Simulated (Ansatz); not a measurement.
Ideal-gas functions of `FB(F)[SeH]` at 600 K and 1 bar, from an Ansatz frequency run at PBE0-D4/def2-TZVP.

Molar mass 128.78 g/mol, point group Cs (symmetry number 1), electronic degeneracy 1, moments of inertia 50.733, 188.272, 239.004 u Å². Harmonic wavenumbers (cm⁻¹, unscaled): 256, 319, 335, 553, 626, 738, 1229, 1426, 2459.

Use S(trans) = R[1.5 ln M + 2.5 ln T − 1.1517]; rotational temperatures θ = 24.2544 K / I; S(rot) = R[ln(√π/σ · √(T³/θAθBθC)) + 1.5]; for each mode x = 1.438777 ν̃/T, S = R[x/(eˣ − 1) − ln(1 − e⁻ˣ)] and H = RT x/(eˣ − 1); 1 cm⁻¹ = 0.0119627 kJ/mol; R = 8.31446 J/(mol·K).

Q: By hand: the entropy, in J/(mol·K).

A: Translation 184.0. Rotation: θ = 0.4781, 0.1288, 0.1015 K, giving 118.1. Vibration, mode by mode: 12.50, 10.74, 10.36, 6.55, 5.68, 4.58, 1.81, 1.24, 0.16, in all 53.6. Electronic 0.0. Sum 355.7 J/(mol·K).

Q: By hand: H − E and G − E in kJ/mol, counted from the electronic energy.

A: Zero-point energy ½ × 7941 × 0.0119627 = 47.5; thermal vibration 18.0; translation, rotation and pV give 4 RT = 20.0. H − E = 85.5 kJ/mol, and G − E = 85.5 − 600 × 355.7/1000 = -127.9 kJ/mol.

Vibration gives 15 % of the entropy. The sum counts one conformer and one mirror image; others add a mixing term.
